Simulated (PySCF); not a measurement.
W(O)2(F)(NH2) (FH₂NO₂W), SMILES [NH2][W](=[O])(=[O])[F], multiplicity 1.

Coordinates come from a PBE0-D3(BJ)/def2-SVP optimisation. The spin state was assumed, not searched. The structure was generated by enumeration; whether it is a known compound was not checked. The def2 effective core potentials stand for the cores of W; spin–orbit coupling is left out. Other conformers were not sampled.

These are PBE0-D3(BJ)/def2-SVP (PySCF 2.14.0) values and carry that method's errors.

Frequencies are harmonic and unscaled.

Q: Give all harmonic wavenumbers and intensities. (An estimate is asked for; the answer gives what the named calculation found.)

A: 
```tsv
mode	ν (cm⁻¹)	IR (km/mol)	Raman (Å⁴/amu)	depolarisation	moving atoms (share of kinetic energy)
1	192	1.6	2.3	0.73	F 46 %, N 35 %, H 10 %, W 9 %
2	209	3.1	1.2	0.75	F 45 %, O 30 %, W 12 %, H 9 %
3	228	0.8	3.5	0.75	O 46 %, N 27 %, H 22 %
4	247	20.0	1.0	0.64	O 67 %, W 13 %, F 9 %, N 8 %
5	333	0.9	3.1	0.74	O 91 %
6	371	2.9	0.6	0.75	H 86 %, O 11 %
7	529	203.6	0.8	0.72	H 77 %, N 22 %
8	679	8.4	0.9	0.75	H 80 %, N 18 %
9	699	121.0	2.3	0.07	F 88 %, W 11 %
10	737	79.2	11.5	0.17	N 75 %, H 14 %, W 10 %
11	1020	219.2	5.0	0.75	O 88 %, W 12 %
12	1058	72.6	26.4	0.03	O 94 %
13	1516	45.6	7.7	0.60	H 89 %, N 11 %
14	3580	136.3	122.6	0.14	H 96 %
15	3681	75.3	53.5	0.75	H 91 %, N 9 %
```
